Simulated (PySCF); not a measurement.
F6Se, quintet, geometry from GFN2-xTB of the parent state (a higher spin typed on purpose: for a closed-shell molecule this is an excited state); TPSS/6-31G (PySCF).

Here is a job for PySCF.
```python
from pyscf import gto, scf, dft

mol = gto.M(
    atom='''
F     0.97227429   -1.31989934   -0.49748921
Se   -0.00000000    0.00000000    0.00000000
F     1.22973411    1.08914258   -0.48628133
F    -1.22973411   -1.08914258    0.48628133
F    -0.69092966    0.08112488   -1.56556125
F     0.69092966   -0.08112488    1.56556125
F    -0.97227429    1.31989934    0.49748921
''',
    basis='6-31g',
    spin=4,
    verbose=4,
)

mf = dft.ROKS(mol)
mf.xc = 'tpss'
mf.kernel()
mf.analyze()
```

Output, abridged:

```
PySCF version 2.14.0

[INPUT] verbose = 4
[INPUT] num. atoms = 7
[INPUT] num. electrons = 88
[INPUT] charge = 0
[INPUT] spin (= nelec alpha-beta = 2S) = 4
[INPUT] symmetry False subgroup None
[INPUT] Mole.unit = angstrom
[INPUT] Symbol           X                Y                Z      unit          X                Y                Z       unit  Magmom
[...]
nuclear repulsion = 816.949312583251
number of shells = 41
number of NR pGTOs = 222
number of NR cGTOs = 81
basis = 6-31g
ecp = {}

******** <class 'pyscf.dft.roks.ROKS'> ********
method = ROKS
initial guess = minao
damping factor = 0
level_shift factor = 0
DIIS = <class 'pyscf.scf.diis.CDIIS'>
diis_start_cycle = 1
diis_space = 8
diis_damp = 0
SCF conv_tol = 1e-09
SCF conv_tol_grad = None
SCF max_cycles = 50
direct_scf = True
direct_scf_tol = 1e-13
num. doubly occ = 42  num. singly occ = 4
XC library pyscf.dft.libxc version 7.1.2
    S. Lehtola, C. Steigemann, M. J. T. Oliveira, and M. A. L. Marques,  SoftwareX 7, 1–5 (2018)
XC functionals = tpss
    J. Tao, J. P. Perdew, V. N. Staroverov, and G. E. Scuseria,  Phys. Rev. Lett. 91, 146401 (2003)
    J. P. Perdew, J. Tao, V. N. Staroverov, and G. E. Scuseria,  J. Chem. Phys. 120, 6898 (2004)
    J. Tao, J. P. Perdew, V. N. Staroverov, and G. E. Scuseria,  Phys. Rev. Lett. 91, 146401 (2003)
    J. P. Perdew, J. Tao, V. N. Staroverov, and G. E. Scuseria,  J. Chem. Phys. 120, 6898 (2004)
radial grids:
    Treutler-Ahlrichs [JCP 102, 346 (1995); DOI:10.1063/1.469408] (M4) radial grids

becke partition: Becke, JCP 88, 2547 (1988); DOI:10.1063/1.454033
pruning grids: <function nwchem_prune>
grids dens level: 3
symmetrized grids: False
atomic radii adjust function: <function treutler_atomic_radii_adjust>
small_rho_cutoff = 0
Set gradient conv threshold to 3.16228e-05
tot grids = 106000
init E= -3000.40548470292

WARN: HOMO 0.0653761251988479 >= LUMO 0.065378551214083

cycle= 1 E= -2999.14778679423  delta_E= 1.26  |g|= 0.911  |ddm|= 3.25
[...]
cycle= 2 E= -2998.28117687704  delta_E= 0.867  |g|= 2.16  |ddm|= 4.17
[...]
cycle= 3 E= -2998.85427622894  delta_E= -0.573  |g|= 1.36  |ddm|= 3.82
[...]
cycle= 4 E= -2999.20857686119  delta_E= -0.354  |g|= 0.71  |ddm|= 3.63
[...]
cycle= 5 E= -2999.14029480989  delta_E= 0.0683  |g|= 0.861  |ddm|= 3.57
[...]
cycle= 6 E= -2999.35561587685  delta_E= -0.215  |g|= 0.116  |ddm|= 3.46
[...]
cycle= 7 E= -2999.29961213379  delta_E= 0.056  |g|= 0.421  |ddm|=  3.5
[...]
cycle= 8 E= -2999.33802134435  delta_E= -0.0384  |g|= 0.242  |ddm|= 3.57
[...]
cycle= 9 E= -2999.29296086853  delta_E= 0.0451  |g|= 0.445  |ddm|= 3.55

WARN: HOMO 0.0237978501994472 >= LUMO 0.0223835098316811

cycle= 10 E= -2999.3478864967  delta_E= -0.0549  |g|= 0.195  |ddm|= 3.39

WARN: HOMO 0.0237488225210024 >= LUMO 0.0223933462903489

cycle= 11 E= -2999.34199707239  delta_E= 0.00589  |g|= 0.211  |ddm|= 3.22
[...]
cycle= 12 E= -2999.31084116861  delta_E= 0.0312  |g|= 0.374  |ddm|= 3.54

WARN: HOMO 0.0263894279512049 >= LUMO 0.0224812597211113

cycle= 13 E= -2999.3561848799  delta_E= -0.0453  |g|= 0.0996  |ddm|= 3.47

WARN: HOMO 0.0222568756176293 >= LUMO 0.0215435609817046

cycle= 14 E= -2999.35175379141  delta_E= 0.00443  |g|= 0.148  |ddm|= 3.52

WARN: HOMO 0.0254280175484209 >= LUMO 0.0208278002555136

cycle= 15 E= -2999.35194892332  delta_E= -0.000195  |g|= 0.14  |ddm|= 0.548

WARN: HOMO 0.0256314081423977 >= LUMO 0.0213287978943892

cycle= 16 E= -2999.34401215536  delta_E= 0.00794  |g|= 0.199  |ddm|= 1.46
[...]
cycle= 17 E= -2999.35295442333  delta_E= -0.00894  |g|= 0.0971  |ddm|= 3.47

WARN: HOMO 0.0250239468012641 >= LUMO 0.0224384319142404

cycle= 18 E= -2999.31724141266  delta_E= 0.0357  |g|= 0.347  |ddm|= 3.52
[...]
cycle= 19 E= -2999.34126986983  delta_E= -0.024  |g|= 0.232  |ddm|= 3.43

WARN: HOMO 0.0266831993336882 >= LUMO 0.0218239966234745

cycle= 20 E= -2999.34737720149  delta_E= -0.00611  |g|= 0.171  |ddm|= 3.43
[...]
cycle= 21 E= -2999.33958998572  delta_E= 0.00779  |g|= 0.231  |ddm|= 3.54

[...]
[...]
cycle= 27 E= -2999.35160652554  delta_E= -0.005  |g|= 0.137  |ddm|= 3.54

WARN: HOMO 0.0221792994215928 >= LUMO 0.0225662837588994

cycle= 28 E= -2999.34828651582  delta_E= 0.00332  |g|= 0.154  |ddm|= 3.43
[...]
cycle= 29 E= -2999.33717682058  delta_E= 0.0111  |g|= 0.252  |ddm|= 3.43

WARN: HOMO 0.0231717526141361 >= LUMO 0.0213361770280397

cycle= 30 E= -2999.34971900879  delta_E= -0.0125  |g|= 0.178  |ddm|= 3.44

WARN: HOMO 0.0232331307872501 >= LUMO 0.0213017157682992

cycle= 31 E= -2999.34861978527  delta_E= 0.0011  |g|= 0.188  |ddm|= 0.0669

WARN: HOMO 0.0236250763082411 >= LUMO 0.0212976813718003

cycle= 32 E= -2999.35581229579  delta_E= -0.00719  |g|= 0.0878  |ddm|= 0.875

WARN: HOMO 0.02365101223969 >= LUMO 0.0218674986358148

cycle= 33 E= -2999.33365236942  delta_E= 0.0222  |g|= 0.257  |ddm|= 3.45

WARN: HOMO 0.0267403441628307 >= LUMO 0.0199522560323731

cycle= 34 E= -2999.35500798563  delta_E= -0.0214  |g|= 0.107  |ddm|=  3.5

WARN: HOMO 0.0282537516709365 >= LUMO 0.0194259067596652

cycle= 35 E= -2999.35258267957  delta_E= 0.00243  |g|= 0.153  |ddm|= 0.876

WARN: HOMO 0.0301755135723494 >= LUMO 0.0198046271746959

cycle= 36 E= -2999.31416309779  delta_E= 0.0384  |g|= 0.37  |ddm|= 1.02

WARN: HOMO 0.0257193207855884 >= LUMO 0.0201848706291812

cycle= 37 E= -2999.35370637206  delta_E= -0.0395  |g|= 0.164  |ddm|=  3.5

WARN: HOMO 0.0259750314349367 >= LUMO 0.0200900128561448

cycle= 38 E= -2999.34341039124  delta_E= 0.0103  |g|= 0.213  |ddm|= 1.04
[...]
cycle= 39 E= -2999.30918307975  delta_E= 0.0342  |g|= 0.384  |ddm|= 3.56

WARN: HOMO 0.0257361439195153 >= LUMO 0.0197228572345476

cycle= 40 E= -2999.34811329455  delta_E= -0.0389  |g|= 0.199  |ddm|= 3.43

WARN: HOMO 0.0267945043275466 >= LUMO 0.0197273384401404

cycle= 41 E= -2999.35220922625  delta_E= -0.0041  |g|= 0.179  |ddm|= 0.912

WARN: HOMO 0.0259676740914685 >= LUMO 0.019275358273759

cycle= 42 E= -2999.35455655558  delta_E= -0.00235  |g|= 0.148  |ddm|= 0.438

WARN: HOMO 0.0296447921513381 >= LUMO 0.0179219055640583

cycle= 43 E= -2999.15765924619  delta_E= 0.197  |g|= 0.805  |ddm|= 1.21

WARN: HOMO 0.0242084984636719 >= LUMO 0.0178780104743028

cycle= 44 E= -2999.1857111354  delta_E= -0.0281  |g|= 0.72  |ddm|= 3.53

WARN: HOMO 0.0228699730776488 >= LUMO 0.0207500665696404

cycle= 45 E= -2999.32616896563  delta_E= -0.14  |g|=  0.3  |ddm|= 1.24

WARN: HOMO 0.0298136865791481 >= LUMO 0.0199968220277422

cycle= 46 E= -2999.32489099234  delta_E= 0.00128  |g|= 0.312  |ddm|= 3.57

WARN: HOMO 0.0229589437735973 >= LUMO 0.0201372657143913

cycle= 47 E= -2999.34391901707  delta_E= -0.019  |g|= 0.222  |ddm|= 3.53

WARN: HOMO 0.0280426238463649 >= LUMO 0.0213819234784276

cycle= 48 E= -2999.34904504596  delta_E= -0.00513  |g|= 0.161  |ddm|= 3.45
[...]
cycle= 49 E= -2999.33307829667  delta_E= 0.016  |g|= 0.267  |ddm|= 3.57

WARN: HOMO 0.0237664658623011 >= LUMO 0.0215341887539352

cycle= 50 E= -2999.35889381551  delta_E= -0.0258  |g|= 0.0584  |ddm|= 3.44
SCF not converged.
SCF energy = -2999.35889381551
**** SCF Summaries ****
Total Energy =                       -2999.358893815508964
Nuclear Repulsion Energy =             816.949312583251299
One-electron Energy =                -5802.656794133320545
Two-electron Energy =                 1986.348587734559942
Two-electron Coulomb Energy =         2136.534805143534868
DFT Exchange-Correlation Energy =     -150.186217408974841
HOMO-LUMO gap [eV] =                    -0.060743354099355
**** MO energy ****
                Roothaan           | alpha              | beta
[...]
 ** Mulliken pop on meta-lowdin orthogonal AOs  **
 ** Mulliken pop  **
 ** Mulliken atomic charges  **
charge of    0F =     -0.28107
charge of    1Se =      1.59202
charge of    2F =     -0.25884
charge of    3F =     -0.24461
charge of    4F =     -0.28436
charge of    5F =     -0.27468
charge of    6F =     -0.24847
Dipole moment(X, Y, Z, Debye): -0.20184,  0.12640,  0.18630
```

Convergence was not reached.
